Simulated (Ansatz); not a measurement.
The cluster Al₂SiO₅, relaxed as a singlet with RKS PBE-D4/def2-SVP in Ansatz, starting from the GFN2-xTB geometry. Force threshold 0.02 eV/Å.

Another isomer (singlet) lies 0.57 eV lower at PBE0-D4/def2-TZVP; other spin states weren't run for this one.

Start:

```xyz
8

Al   -0.701   -1.302   -0.875
Al   -0.522    1.624   -0.795
Si    0.965    0.411    1.280
O     0.444    1.830    0.525
O    -1.113    0.317   -1.553
O     0.317   -0.780    0.469
O     1.866    0.536    2.474
O    -1.254   -2.635   -1.524
```

Q: Estimate the energy that the relaxation releases and the steps that it takes.

A: 0.87 eV, in 17 steps; 22 s on 4 threads of Arm Neoverse V1 on a shared host. No frequencies were taken in this run, so the end may be a saddle point.

Q: Does the start keep its bonding and symmetry?

A: Bonds formed: Al2–O6 (atoms count from 1). Point group Cs at the start, Cs at the end, both within 0.05 Å.

Q: Predict the relaxed structure.

A: 
```xyz
8

Al   -0.9035   -1.2970   -1.1469
Al   -0.3792    1.1983   -0.5822
Si    1.0367    0.6035    1.3668
O     0.5491    2.0565    0.6242
O    -1.2796    0.3867   -1.7527
O     0.1823   -0.3689    0.2668
O     1.9244    0.3134    2.5840
O    -1.1301   -2.8924   -1.3600
```
Bond lengths (bridged metal pairs left out): 6 × Al–O 1.63 to 2.01 Å; 3 × O–Si 1.53 to 1.70 Å.
